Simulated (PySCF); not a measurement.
# allylcyclopentane, C$_{8}$H$_{14}$

Geometry:
| atom | x (Å) | y (Å) | z (Å) |
| --- | --- | --- | --- |
| C1 | 3.245 | -1.008 | -0.327 |
| C2 | 2.223 | -0.443 | -0.972 |
| C3 | 1.356 | 0.652 | -0.437 |
| C4 | -0.114 | 0.257 | -0.323 |
| C5 | -1.034 | 1.367 | 0.181 |
| C6 | -2.334 | 0.644 | 0.548 |
| C7 | -1.914 | -0.798 | 0.924 |
| C8 | -0.402 | -0.876 | 0.664 |
| H9 | 3.532 | -0.682 | 0.678 |
| H10 | 3.834 | -1.812 | -0.777 |
| H11 | 1.968 | -0.805 | -1.977 |
| H12 | 1.433 | 1.532 | -1.102 |
| H13 | 1.726 | 0.972 | 0.553 |
| H14 | -0.470 | -0.056 | -1.324 |
| H15 | -0.579 | 1.823 | 1.079 |
| H16 | -1.178 | 2.176 | -0.551 |
| H17 | -2.879 | 1.152 | 1.358 |
| H18 | -3.012 | 0.629 | -0.320 |
| H19 | -2.157 | -1.043 | 1.969 |
| H20 | -2.454 | -1.530 | 0.304 |
| H21 | -0.071 | -1.860 | 0.299 |
| H22 | 0.161 | -0.680 | 1.593 |

Computed with PySCF 2.14.0, quadratic response CAM-B3LYP/aug-cc-pVDZ first hyperpolarisability, Taylor convention, gas phase. Geometry: PBE0-D3(BJ)/def2-SVP.

(1) Give the tensor of the second harmonic β(−2ω;ω,ω) at 1907 nm in the axes of these coordinates.

Answers

(1) In au, Taylor convention; rows are the first index (the induced dipole):
|  | xx | yy | zz | xy | xz | yz |
| --- | --- | --- | --- | --- | --- | --- |
| x | -87.6 | -8.9 | +1.7 | +16.5 | +10.5 | -2.4 |
| y | +16.8 | +2.1 | -6.9 | -8.8 | -2.4 | +2.7 |
| z | +10.0 | +2.6 | -16.5 | -2.3 | +1.8 | -6.8 |

Norm of βᵢ = ⅓ Σⱼ (βᵢⱼⱼ + βⱼᵢⱼ + βⱼⱼᵢ): 95.5 au, hyper-Rayleigh value 40.0 au.
